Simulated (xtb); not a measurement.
MoFH₅, SMILES [MoH5][F], multiplicity 1. All values are semi-empirical tight-binding results from xtb (GFN2-xTB unless named), good for trends rather than for accurate numbers. Geometry optimised at GFN2-xTB. The spin state was assumed, not searched.

For metal compounds this method's bond lengths and energies can be far off.

Computed properties:
The point group as xtb finds it is C4v, the orbital gap is 1.67 eV and the zero-point energy comes out as 20.6 kcal/mol. The G − E(el) at 298.15 K (modified RRHO) comes out as 4.5 kcal/mol.
